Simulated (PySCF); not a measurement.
ZnI2, SMILES [I][Zn][I]. Atoms are numbered in the order given.

```xyz
3

Zn     0.0000     0.0000     0.0000
I      0.0000     0.0000    -2.4407
I      0.0000     0.0000     2.4407
```
Charge 0, spin multiplicity 1.

Geometry optimised at B3LYP-D3(BJ)/def2-SVP. The isomer is the one that the SMILES or the coordinates give; other isomers of the formula were not compared. The def2 effective core potentials stand for the cores of I; spin–orbit coupling is left out.

Level of theory: TDA-LC-ωPBE/def2-SVPD run with PySCF.

Vertical excitations; the highest root listed may be one member of a degenerate set. Gas-phase values at a fixed geometry. State labels are in the subgroup D2h.

Computed lowest excited states:
| state | symmetry | energy (eV) | λ (nm) | f | main pairs |
|---|---|---|---|---|---|
| S1 | B2g | 5.26 | 236 | 0.000 | HOMO−1→LUMO (degenerate set) |
| S2 | B3g | 5.26 | 236 | 0.000 | HOMO→LUMO (degenerate set) |
| S3 | B2u | 5.64 | 220 | 0.045 | HOMO−3→LUMO (degenerate set) |
| S4 | B3u | 5.64 | 220 | 0.045 | HOMO−2→LUMO (degenerate set) |
| S5 | B1u | 6.49 | 191 | 0.000 | HOMO→LUMO+1, HOMO−1→LUMO+2 (degenerate set) |
| S6 | Au | 6.49 | 191 | 0.000 | HOMO−1→LUMO+1, HOMO→LUMO+2 (degenerate set) |
| S7 | Au | 6.49 | 191 | 0.000 | HOMO→LUMO+2 47 %, HOMO−1→LUMO+1 47 % |
| S8 | B1u | 6.50 | 191 | 0.037 | HOMO−4→LUMO 48 %, HOMO−1→LUMO+2 24 %, HOMO→LUMO+1 24 % |
| S9 | B1g | 6.81 | 182 | 0.000 | HOMO−3→LUMO+2 47 %, HOMO−2→LUMO+1 47 % |
| S10 | Ag | 6.83 | 182 | 0.000 | HOMO−3→LUMO+1 47 %, HOMO−2→LUMO+2 47 % |
| T1 | B2g | 4.88 | 254 | 0 | HOMO−1→LUMO (degenerate set) |
| T2 | B3g | 4.88 | 254 | 0 | HOMO→LUMO (degenerate set) |
| T3 | B2u | 5.16 | 240 | 0 | HOMO−3→LUMO (degenerate set) |
| T4 | B3u | 5.16 | 240 | 0 | HOMO−2→LUMO (degenerate set) |
Triplets are in the Tamm–Dancoff approximation.
